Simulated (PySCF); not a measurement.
# Hartree-Fock beside MP2: AlCClH3O cation

All numbers below are calculated, not measured. The program is PySCF 2.14.0, an open-source quantum chemistry code, run on an isolated molecule that a program drew, which may never have been made. The molecule is AlCClH3O cation (charge +1, singlet), drawn as the SMILES string `C[O][Al+][Cl]`.

The geometry was optimised and harmonic frequencies were computed with HF and MP2, all in the cc-pV(D+d)Z basis, for the commonest isotopes, with a restricted reference for singlets and an unrestricted one otherwise, and a frozen core in MP2. Each result is a local minimum of its method.

Geometry at the HF minimum:
```xyz
7
AlCClH3O cation, angstrom
C    -3.3335    0.2495    0.4577
O    -2.7849    0.9727    1.5672
Al   -2.1798    1.7704    2.7906
Cl   -1.4117    2.7829    4.3434
H    -3.7482    0.9670   -0.2428
H    -2.5336   -0.3199   -0.0045
H    -4.1076   -0.4116    0.8336
```

Lengths of the bonds as drawn, in Å (atoms numbered as above):
```
   bond     HF    MP2
  C1-O2  1.434  1.445
 O2-Al3  1.581  1.604
Al3-Cl4  2.007  2.018
  C1-H5  1.085  1.097
  C1-H6  1.085  1.097
  C1-H7  1.085  1.097
```

Rotational constants, in GHz:
```
constant     HF    MP2
       A  157.3  153.7
       B  1.553  1.524
       C  1.553  1.524
```

Harmonic frequencies in cm^-1, each column in rising order, so a row needn't be the same motion in every method:
```
rank,HF,MP2
1,99,87
2,99,87
3,202,148
4,202,148
5,478,463
6,837,812
7,1266,1181
8,1266,1181
9,1362,1307
10,1590,1494
11,1590,1494
12,1597,1495
13,3241,?
14,3358,3260
15,3358,3260
```

**Estimate the missing MP2 frequency from the HF column.**

A single factor s that minimises the squared misfit of MP2 against s times HF over the other rows is sum(HF x MP2) / sum(HF^2) = 0.9595, with an rms misfit of 30 cm^-1. For rank 13 it gives 0.9595 x 3241 = 3110 cm^-1. The calculation gives 3129 cm^-1, 19 cm^-1 above the estimate. The drawn bonds are on average 1.0 % longer in MP2 than in HF.
